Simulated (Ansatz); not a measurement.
`O[Si]1(O[SiH3])CO1` + `F[CH2][AlH2]` → `F[CH]([AlH2])[SiH3]` + `O[Si]1(O)CO1`  (formal exchange of groups at the Si–O bond)

Calculated with Ansatz (gas phase, PBE0-D4/def2-TZVP geometries, no zero-point term in ΔE). CCSD(T)/CBS is the MP2 limit (def2-TZVPP, def2-QZVPP) plus CCSD(T) − MP2 in def2-TZVPP, frozen cores. DFT in def2-TZVPP. B3LYP here is the variant with VWN-RPA as its local correlation; programs differ in this. Each species was taken in one conformer, which may not be the lowest.

(1) Is it downhill or uphill in electronic energy at CCSD(T)/CBS, and by how much? (Estimate.)

(2) What do these levels give: PBE0-D4, B3LYP-D4, B3LYP, HF/def2-TZVPP, SCS-MP2/def2-TZVPP, CCSD/def2-TZVPP? (An estimate is asked.)

Largest T1 diagnostic among the species: 0.012.

Answers

(1) The calculation gave: Uphill: ΔE = +109.9 kJ/mol.

(2) The calculation gave: PBE0-D4 99.8, B3LYP-D4 111.7, B3LYP 112.1, HF/def2-TZVPP 136.5, SCS-MP2/def2-TZVPP 117.4, CCSD/def2-TZVPP 114.3 kJ/mol.

In def2-TZVPP, CCSD(T) changes the Hartree–Fock value by −26.4 kJ/mol (the triples alone add −4.2 kJ/mol) and MP2 by −24.0 kJ/mol. From PBE to PBE0 (25 % exact exchange), in def2-TZVPP and without D4, ΔE moves by +8.2 kJ/mol.
